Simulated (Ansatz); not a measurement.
Stepwise reaction of `[SH][Ga]([Cl])[Cl]` with water, as a gas-phase model of exchange steps in deposition or etching. ΔE in kJ/mol.

Isolated molecules relaxed with PBE0-D4/def2-TZVP in Ansatz; ΔE leaves out vibrations. CBS: MP2 limit from def2 TZ/QZ plus the TZ coupled-cluster correction, frozen cores. This one scheme is used for every species. DFT in def2-TZVPP. B3LYP here is the variant with VWN-RPA as its local correlation; programs differ in this. For Ga outer-core shells are correlated without core-valence functions, which leaves a few kJ/mol of doubt a bond. Scalar relativity is left out up to krypton. Each species was taken in one conformer, which may not be the lowest.

| step | reaction | PBE-D4 | B3LYP-D4 | ωB97M-V | CCSD(T)/CBS |
| --- | --- | --- | --- | --- | --- |
| 2 | `[OH][Ga]([SH])[Cl]` + H₂O → `[OH][Ga]([OH])[SH]` + HCl | 62.8 | 62.9 | 63.3 | 62.1 |

(1) Give the row of step 1, `[SH][Ga]([Cl])[Cl]` + H₂O → `[OH][Ga]([SH])[Cl]` + HCl. (Best estimate.)

(2) By hand: ΔE of the 2 steps together at CCSD(T)/CBS.

Results:

(1) Ansatz gave: 
| step | reaction | PBE-D4 | B3LYP-D4 | ωB97M-V | CCSD(T)/CBS |
| --- | --- | --- | --- | --- | --- |
| 1 | `[SH][Ga]([Cl])[Cl]` + H₂O → `[OH][Ga]([SH])[Cl]` + HCl | 55.7 | 56.6 | 57.0 | 56.9 |

(2) (56.9) + (62.1) = 119.0 kJ/mol, or 59.5 kJ/mol a step.

In ΔE each step is higher than the one before. All are uphill at CCSD(T)/CBS. PBE-D4 differs from CCSD(T)/CBS by -1.2 to 0.7 kJ/mol a step. Isolated molecules leave out the surface, adducts and barriers. Largest T1 diagnostic: 0.014.
